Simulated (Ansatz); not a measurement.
Program: Ansatz. Geometries: PBE0-D4/def2-TZVP. ΔE: electronic, gas phase. CCSD(T)/CBS is the MP2 limit (def2-TZVPP, def2-QZVPP) plus CCSD(T) − MP2 in def2-TZVPP, frozen cores. Double bonds are as drawn, so ΔE can hold a change between cis and trans. Functionals use def2-TZVPP. For Ge, Se outer-core shells are correlated without core-valence functions, which leaves a few kJ/mol of doubt a bond. Scalar relativity is left out up to krypton. Each species was taken in one conformer, which may not be the lowest.

Reaction (redistribution): `C/N=C/[SeH]` + `[BH2][GeH]([CH3])[OH]` → `[CH3][GeH]([OH])[SeH]` + `B/C=N/C`

```tsv
species	r2SCAN energy (Eh)
`C/N=C/[SeH]`	-2535.45761
`[BH2][GeH]([CH3])[OH]`	-2219.34925
`[CH3][GeH]([OH])[SeH]`	-4595.53101
`B/C=N/C`	-159.32174
```

(1) Work out ΔE.

Largest T1 diagnostic among the species: 0.011.

## Answers

(1) ΔE = (-4595.53101) + (-159.32174) − (-2535.45761) − (-2219.34925) = -0.04589 Eh = -1.25 eV. CCSD(T)/CBS gives -1.27 eV.

In def2-TZVPP, CCSD(T) changes the Hartree–Fock value by +0.15 eV (the triples alone add +0.01 eV) and MP2 by +0.12 eV. From PBE to PBE0 (25 % exact exchange), in def2-TZVPP and without D4, ΔE moves by −0.06 eV.
